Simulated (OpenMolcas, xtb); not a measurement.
# [AlF4]− (fluoroaluminate): the HOMO–LUMO gap, rung by rung

[AlF4]−: 5 atoms, total charge -1, spin state singlet. SMILES: `[F][Al-]([F])([F])[F]`. The shape is that of a PBE0-D4/def2-TZVPD optimisation.

```
atom    x (Å)    y (Å)    z (Å)
   F  -0.1015  -0.2940   1.6600
  Al   0.0000   0.0000   0.0000
   F  -1.3430   0.8958  -0.4962
   F   0.0345  -1.4699  -0.8310
   F   1.4099   0.8681  -0.3328
```

Each level gives the HOMO–LUMO gap (eV). The values are calculated.

```csv
level,kind,program,value (eV),CPU time
GFN0-xTB,semi-empirical,xtb,9.49,under 2 s
HF/6-311+G**,Hartree–Fock,OpenMolcas,15.89,33 s
SVWN5/6-311+G**,LDA,OpenMolcas,7.25,49 s
BLYP/6-311+G**,GGA,OpenMolcas,6.89,63 s
M06-L/6-311+G**,meta-GGA,OpenMolcas,7.56,78 s
r2SCAN/6-311+G**,meta-GGA,OpenMolcas,8.06,61 s
B3LYP/6-311+G**,global hybrid,OpenMolcas,9.01,53 s
B2PLYP/6-311+G**,double hybrid,OpenMolcas,12.05,50 s
```

The values span 6.89 to 15.89 eV. Orbital gaps aren't excitation energies, and those of double hybrids come from the SCF part alone; they tend to grow with the share of exact exchange. CPU times are rough (shared hosts, several kinds of processor): they show what a rung costs within a factor of a few.
